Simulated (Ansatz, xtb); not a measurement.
**BH5OSi2: which of two isomers lies lower**

Structure a: `O=B[SiH2][SiH3]`, a singlet. Structure b: `B1O[SiH2][SiH2]1`, a singlet. Both are isolated molecules in the gas phase, relaxed with PBE0-D3(BJ)/def2-SVP; the shapes shown needn't be the lowest conformers.

a (Å):

```xyz
9

B     1.0564   -1.8025    1.7560
O     0.7684   -1.6553    2.9157
Si    1.4812   -2.0225   -0.1772
Si   -0.3246   -1.2195   -1.4442
H     2.7290   -1.2531   -0.4633
H     1.7192   -3.4748   -0.4323
H    -1.5513   -1.9981   -1.1009
H    -0.5407    0.2246   -1.1325
H    -0.0176   -1.3797   -2.8970
```

b (Å):

```yaml
atoms:
  - { symbol: B, position_ang: [-0.7646, -0.1001, -1.4138] }
  - { symbol: O, position_ang: [-1.5351, -0.6398, -0.4370] }
  - { symbol: Si, position_ang: [1.0499, 0.2151, -0.4705] }
  - { symbol: Si, position_ang: [-0.5251, -0.7269, 0.9800] }
  - { symbol: H, position_ang: [-1.1618, 0.0706, 2.0694] }
  - { symbol: H, position_ang: [2.2277, -0.6290, -0.8382] }
  - { symbol: H, position_ang: [-1.2107, 0.0811, -2.5239] }
  - { symbol: H, position_ang: [1.4958, 1.6117, -0.1782] }
  - { symbol: H, position_ang: [-0.4353, -2.1520, 1.4150] }
```

Estimate E(b) − E(a) at the level CCSD(T)/def2-SVP + ΔMP2/def2-TZVPP.

Too close to call at this level: CCSD(T)/def2-SVP + ΔMP2/def2-TZVPP gives E(b) − E(a) = +0.072 eV.

Level by level:

```
                             level              geometry  E(b) − E(a) (eV)  departure from the last row (eV)  job, with rough time for the two
                          GFN2-xTB              GFN2-xTB              +0.045                            −0.028              optimisation, 0.45 s
                         HF/STO-3G              GFN2-xTB              +0.736                            +0.664              single point, 0.26 s
                r2SCAN-D4/def2-SVP              GFN2-xTB              +0.243                            +0.170               single point, 3.1 s
              PBE0-D3(BJ)/def2-SVP  PBE0-D3(BJ)/def2-SVP              +0.087                            +0.014                optimisation, 30 s
                       HF/def2-SVP  PBE0-D3(BJ)/def2-SVP              +0.202                            +0.130           part of the CCSD(T) run
                      MP2/def2-SVP  PBE0-D3(BJ)/def2-SVP              +0.377                            +0.305           part of the CCSD(T) run
                  CCSD(T)/def2-SVP  PBE0-D3(BJ)/def2-SVP              +0.361                            +0.289                      single point
CCSD(T)/def2-SVP + ΔMP2/def2-TZVPP  PBE0-D3(BJ)/def2-SVP              +0.072                                                  single point, 14 s
```

As drawn, b has 1 B–O, 1 O–Si, 1 B–H in place of 1 B=O, 1 Si–H. Structure a has no ring, b a 4-membered ring.

The largest departure from CCSD(T)/def2-SVP + ΔMP2/def2-TZVPP is that of HF/STO-3G, 0.664 eV. The last row adds to CCSD(T) the change of the MP2 difference between the two basis sets, here −0.289 eV, a large step that makes the value less sure.

With harmonic frequencies from PBE0-D3(BJ)/def2-SVP (ideal gas, rigid rotor, one conformer each, 298.15 K, 1 atm): the zero-point term adds +0.058 eV; ΔH is +0.099 and ΔG +0.188 eV.

The correlated steps freeze 12 core orbitals. Run with Ansatz 0.2.0, xtb 6.7.1; the last row on 2 threads of Arm Neoverse V1 on a shared host.
